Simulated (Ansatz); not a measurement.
Reaction (redistribution): `BN1C[SiH2]1` + `BC(=C)C` → `BC(B)=C` + `CN1C[SiH2]1`

Isolated molecules relaxed with PBE0-D4/def2-TZVP in Ansatz; ΔE leaves out vibrations. CCSD(T)/CBS adds triple-zeta CCSD(T) − MP2 to the extrapolated MP2 energy (def2 sets, frozen cores). DFT in def2-TZVPP.

```json
{"level": "r2SCAN0-D4", "ΔE (kJ/mol)": "166.9"}
{"level": "ωB97M-V", "ΔE (kJ/mol)": "165.2"}
```

**Question.** What does CCSD(T)/CBS give? (An estimate is asked.)

**Answer.** Computed: +163.6 kJ/mol. The listed levels differ from it by 3.3, 1.6 kJ/mol.

Largest T1 diagnostic among the species: 0.014.

In def2-TZVPP, CCSD(T) changes the Hartree–Fock value by +9.2 kJ/mol (the triples alone add +0.8 kJ/mol) and MP2 by +10.9 kJ/mol. From BLYP to BHLYP (50 % exact exchange), in def2-TZVPP and without D4, ΔE moves by −4.1 kJ/mol. At CCSD(T), def2-SVP lies +5.7 kJ/mol from the extrapolated value and def2-TZVPP +0.2 kJ/mol.
